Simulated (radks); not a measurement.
The numbers below are computed, except where a source is named.
Task: All-electron atom: Ar XI in [He] 2s2 2p4. Code: a radial shooting solver on a logarithmic mesh with Libxc functionals. Model: scalar-relativistic Kohn-Sham, PBE, spin-polarised, spherical densities, finite nucleus; open shells are filled with parallel spins first; Fermi nuclear charge, rms radius 3.4274 fm. Some entries of the table are withheld. Estimate them.

orbital,occ.,eigenvalue (hartree),<r^2> (bohr^2)
1s up,1,-127.0627,0.009853
1s down,1,-126.8614,0.009821
2s up,1,-21.30534,0.1795
2s down,1,-20.92970,0.1821
2p up,3,(1),0.1466
2p down,1,(2),0.1497

Result: 
(1) 2p up eigenvalue (hartree): -19.15945
(2) 2p down eigenvalue (hartree): -18.72474
